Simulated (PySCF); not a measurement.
C3H3ClF2, SMILES F[C@@H]1C[C@@]1(F)Cl.

Geometry optimised at PBE0-D3(BJ)/def2-SVP. The structure was generated by enumeration; whether it is a known compound was not checked.

Two levels are set side by side: TDA-PBE/def2-SVPD (PySCF) and TDA-B3LYP/def2-SVPD (PySCF). Vertical, same geometry. The lowest singlet is HOMO→LUMO 99 % with PBE and HOMO→LUMO 98 % with the other functional; states are paired by order. Differences are taken from unrounded values.

| quantity | TDA-B3LYP | TDA-PBE | TDA-PBE minus TDA-B3LYP |
|---|---|---|---|
| lowest singlet excitation (eV) | 6.56 | 6.06 | -0.50 |
| lowest triplet excitation (TDA) (eV) | 5.98 | 5.53 | -0.45 |

Functionals without exact exchange tend to place singlet excitations lower, as here. Differences between two approximate levels are no errors against the true value.

Rough cost on one machine, each run with all the roots and properties that it gave: TDA-B3LYP against TDA-PBE about 2 times.
